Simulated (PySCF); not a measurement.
A drawing and its optimised geometry.

C5H9BCl2O2. Drawn bonds (atoms numbered from 1): C1–C2, C2–C3, C2–C4, C4=O5, C4–O6, O6–C7, C7–B8, B8–Cl9, B8–Cl10, C1–H11, C1–H12, C1–H13, C2–H14, C3–H15, C3–H16, C3–H17, C7–H18, C7–H19.

Geometry after optimisation with GFN2-xTB (Å):

```
atom  x, y, z in Å
C1    -1.992    0.853   -0.087
C2    -1.191   -0.362   -0.581
C3    -1.581   -1.630    0.174
C4     0.254   -0.038   -0.366
O5     0.839   -0.286    0.708
O6     0.892    0.561   -1.308
C7     2.249    0.858   -0.897
B8     2.311    0.257    0.639
Cl9    2.461    1.519    1.935
Cl10   3.417   -1.163    0.853
H11   -1.715    1.748   -0.638
H12   -1.808    1.019    0.972
H13   -3.052    0.667   -0.233
H14   -1.353   -0.483   -1.656
H15   -1.011   -2.483   -0.185
H16   -1.385   -1.508    1.236
H17   -2.639   -1.832    0.032
H18    2.379    1.938   -0.979
H19    2.915    0.375   -1.613
```

Here a drawn bond counts as lost beyond 1.3 times the sum of covalent radii plus 0.1 Å; another pair counts as a new contact within 1.08 times that sum, or 1.2 times among H, C, N, O, F, S and Cl. Covalent radii used (Å): B 0.84, C 0.73, Cl 1.02, H 0.31, O 0.66.

Task: Which drawn bonds no longer describe this geometry, and which new contacts appear?

Result: No drawn bond is lost. New contacts: O5–B8 (1.57 Å; radii sum 1.50 Å). The tight-binding optimisation can itself be at fault, so a check at a higher level is due before the drawing is dismissed.

Task: How long is each drawn bond in this geometry?

Result: 
| drawn bond | length (Å) | over radii sum |
| --- | --- | --- |
| C1–C2 | 1.537 | 1.05 |
| C2–C3 | 1.526 | 1.05 |
| C2–C4 | 1.496 | 1.02 |
| C4–O5 | 1.249 | 0.90 |
| C4–O6 | 1.286 | 0.93 |
| O6–C7 | 1.449 | 1.04 |
| C7–B8 | 1.650 | 1.05 |
| B8–Cl9 | 1.815 | 0.98 |
| B8–Cl10 | 1.813 | 0.97 |
| C1–H11 | 1.087 | 1.05 |
| C1–H12 | 1.087 | 1.05 |
| C1–H13 | 1.087 | 1.04 |
| C2–H14 | 1.094 | 1.05 |
| C3–H15 | 1.087 | 1.05 |
| C3–H16 | 1.086 | 1.04 |
| C3–H17 | 1.086 | 1.04 |
| C7–H18 | 1.091 | 1.05 |
| C7–H19 | 1.091 | 1.05 |

The numbers are calculated, not measured.
